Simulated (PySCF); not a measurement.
C₄H₁₂BO (charge -1).
Bonds: C1–C2, C2–C3, C2–C4, C2–B5, B5–O6. Hydrogens: H7, H8, H9 on C1; H10, H11, H12 on C3; H13, H14, H15 on C4; H16, H17 on B5; H18 on O6.

Level of theory: PBE0-D3(BJ)/def2-SVP geometry optimisation, gas phase in PySCF 2.14.0.

List the bond lengths, angles and torsions at this level.

```json
{"bond": "C1–C2, C2–C3, C2–C4", "length (Å)": "1.525"}
{"bond": "C2–B5", "length (Å)": "1.669"}
{"bond": "B5–O6", "length (Å)": "1.485"}
{"bond": "C1–H7 and 7 like bonds", "length (Å)": "1.106"}
{"bond": "C3–H12", "length (Å)": "1.112"}
{"bond": "B5–H16", "length (Å)": "1.255"}
{"bond": "B5–H17", "length (Å)": "1.271"}
{"bond": "O6–H18", "length (Å)": "0.960"}
```

Bonds in one row agree within 0.01 Å and their mean is given. A selection of angles:
```json
{"angle": "C2–C1–H7", "degrees": "113.2"}
{"angle": "C2–C1–H8", "degrees": "110.7"}
{"angle": "H7–C1–H8", "degrees": "107.8"}
{"angle": "C1–C2–C3", "degrees": "108.9"}
{"angle": "C1–C2–B5", "degrees": "109.9"}
{"angle": "C2–C3–H11", "degrees": "109.5"}
{"angle": "H11–C3–H12", "degrees": "108.5"}
{"angle": "C2–B5–O6", "degrees": "111.9"}
{"angle": "C2–B5–H16", "degrees": "107.7"}
{"angle": "O6–B5–H16", "degrees": "108.1"}
{"angle": "O6–B5–H17", "degrees": "112.5"}
{"angle": "H16–B5–H17", "degrees": "109.4"}
{"angle": "B5–O6–H18", "degrees": "107.0"}
```

Dihedral angles: C1–C2–B5–O6 62° (synclinal); H18–O6–B5–C2 -71° (synclinal). The mirror-image conformer, all signs reversed, is as good.

B5 (four-coordinate boron) is tetrahedral (angles from 107.1° to 112.5°). All 3 C–C bonds measure 1.522 to 1.526 Å. Of the pairs four or more bonds apart, H9···H18 is among the closest relative to their van der Waals radii: 2.24 Å, 93 % of the sum of Bondi's values.

Not checked by PBE0-D3(BJ)/def2-SVP frequencies. Torsions: C2–B5–O6–H -71°.
